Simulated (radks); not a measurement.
Task: Species: Ti I. Configuration: [Ar] 3d2 4s2. All-electron calculation, Dirac Kohn-Sham, PBE, spin-unpolarised, spherical densities, point nucleus; open shells are shared between the two j in proportion to 2j + 1. Program: a radial shooting solver on a logarithmic mesh with Libxc functionals. Some entries of the table are withheld. Estimate them.

orbital  occ.  eigenvalue (eV)  <r> (bohr)  r(max) (bohr)
1s1/2       2        -4868.069     0.06959        0.04555
2s1/2       2        -536.8189      0.3248         0.2689
2p1/2       2        -447.9964      0.2881            (1)
2p3/2       4        -442.2240      0.2908            (2)
3s1/2       2         -62.6232       1.007         0.8695
3p1/2       2              (3)       1.081         0.8977
3p3/2       4              (4)       1.089         0.9041
4s1/2       2          -4.4666       3.514          2.920
3d3/2     0.8              (5)       1.613         0.9797
3d5/2     1.2              (6)       1.620         0.9821

Result: 
(1) 2p1/2 r(max) (bohr): 0.2181
(2) 2p3/2 r(max) (bohr): 0.2203
(3) 3p1/2 eigenvalue (eV): -39.2934
(4) 3p3/2 eigenvalue (eV): -38.6356
(5) 3d3/2 eigenvalue (eV): -4.2875
(6) 3d5/2 eigenvalue (eV): -4.2413
